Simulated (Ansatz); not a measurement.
## Energy profile

The step: SiNH₅ ([NH2][SiH3]) + H₂O → SiNH₅O ([NH2][SiH2][OH]) + H₂; bonds formed: Si1–O7, H2–H6; bonds broken: Si1–H2, H6–O7 (atoms numbered as in the saddle structure below).

```xyz
10
angstrom
Si -0.5369 -0.1023 -0.1763
H 0.7807 -1.2075 -0.5019
H -1.4686 -1.0535 -0.8350
H -1.3556 1.1615 -0.1060
N -0.0533 -0.1488 1.4606
H 1.0814 -0.2809 -1.1613
O 0.5768 0.6557 -1.4802
H -0.5387 0.3960 2.1543
H 0.5038 -0.8917 1.8462
H 1.0104 1.4713 -1.2004
```

Electronic energies by CCSD(T) at an estimated basis limit (MP2 extrapolated from triple and quadruple zeta, plus CCSD(T) − MP2 in triple zeta), on PBE0-D4/def2-TZVP structures; SiNH₇O, singlet; no counterpoise correction. Ansatz 0.2.0; basis: def2-TZVPP and def2-QZVPP; cores frozen in the correlated methods. Extrapolation: Hartree–Fock as exp(−7.88 √X), correlation as X^−2.97.

**Question.** Give the profile in eV, counted from the separated reactants. (Judge from chemistry; the value comes from the calculation.)

**Answer.** By the calculation:
```csv
point,eV
"separated: SiNH₅ (linked as [NH2][SiH3]; Si1, H2, H3, H4, N5, H8, H9; singlet) + H₂O (H6, O7, H10; singlet)",0.000
start structure,-0.074
saddle,1.397
end structure,-0.953
"separated: SiNH₅O (linked as [NH2][SiH2][OH]; Si1, H3, H4, N5, O7, H8, H9, H10; singlet) + H₂ (H2, H6; singlet)",-0.922
```

No T1 diagnostic of these runs exceeds 0.012.

For scale, one of the runs: CCSD(T)/def2-TZVPP, 202 basis functions, launched by `ansatz run in.yaml --threads 2 --pin off --events-out ev --progress --plain --max-ram 4352MiB`. Hardware: 2 CPU threads of an Arm Neoverse V2, shared host. Wall time 62 s; peak host memory 2.5 GiB.
